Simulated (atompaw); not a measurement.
## Building the PAW (atompaw) potential for Sc (Z = 21) (LDA (PW92), scalar-relativistic).

Sc, PAW, made with atompaw 4.2.0.5 (LDA (PW92), scalar-relativistic). Core [Ar], reference 3d2 4s1 4p0. Waves: 4s (bound): rc 2.98 bohr; 4s channel at 2.55 Ry: rc 2.55 bohr; 4p (bound, empty): rc 3.00 bohr; 4p channel at 4.95 Ry: rc 3.00 bohr; 3d (bound): rc 1.65 bohr; 3d channel at 5.25 Ry: rc 3.00 bohr. Local part: bessel scheme, radius 2.50 bohr. Core correction: smooth core density matched at 2.10 bohr. Augmentation charge: sinc compensation charge, radius 2.85 bohr; PAW radius 3.00 bohr; waves and projectors: custom rrkj vanderbiltortho.

Task: Does the generator finish with these settings?

Result: Yes, a potential is produced.

Task: Estimate the cutoffs (Ry, on a coarse ladder) from which the occupation-weighted sum of valence levels, in a spherical-Bessel basis at the reference potential, stays within 10 and 1 mRy of its value at 400 Ry.

Result: 35 Ry and 40 Ry.

Task: What does a ghost test show?

Result: No extra level below or beside the all-electron valence levels (s, p, d, f tested).

Task: Is the overlap operator S = 1 + Σ q|β⟩⟨β| positive definite (Bessel basis up to 400 Ry)?

Result: Yes: its lowest eigenvalue is 0.27 (p channel).

Task: Which valence shell sets the plane-wave cutoff?

Result: 3d: its level needs 40 Ry to come within 1 mRy, against 6 Ry for 4s.
